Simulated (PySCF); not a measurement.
B3LYP has the VWN-RPA correlation part, as in Gaussian. Excitations are Tamm–Dancoff values on a coarser integration grid. The basis has no diffuse functions, so Rydberg states are missing or too high.

Cartesian coordinates (Å):
```xyz
5

N      2.0383    -0.1894    -0.0029
C      0.8938    -0.0546     0.0505
C     -0.5159     0.1325     0.1243
S     -1.5905    -0.9926    -0.3075
H     -0.8219     1.1076     0.5006
```
Charge 0, spin multiplicity 1.

### Question
Give the S1–T1 gap (TDA), HOMO, LUMO, total energy and dipole moment at the level B3LYP-D3(BJ)/def2-TZVP (PySCF 2.14.0).

### Answer

```yaml
S1–T1 gap (TDA): 0.57 eV
HOMO: -7.43 eV
LUMO: -4.11 eV
total_energy: -529.7897 Ha
dipole_moment: 2.59 D
```
